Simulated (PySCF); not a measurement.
**How methods differ on the excitation energy of I**

I [Kr] 4d10 5s2 5p5 (2P) → I [Kr] 4d10 5s1 5p6 (2S), as a difference of total energies. Calculation: PySCF 2.14, in aug-cc-pVDZ-PP with ECP28MDF; a scalar-relativistic core potential. Correlated levels: valence: 4s2 4p6 4d10 frozen. The calculations carry no spin-orbit coupling.

| method | excitation energy (eV) |
| --- | --- |
| UHF | 12.663 |
| MP2 (valence) | 10.855 |
| SCS-MP2 (valence) | 10.622 |
| CCSD (valence) | 9.160 |
| CCSD(T) (valence) | 8.641 |
| CCSDT (valence) | 8.803 |

Q: How much does correlation contribute at CCSD(T) (valence)?

A: 8.641 − (12.663) = -4.022 eV, measured against UHF.

The coupled-cluster amplitudes are large for the upper state (T1 above 0.03 or a double amplitude above 0.15), so a single reference is strained.
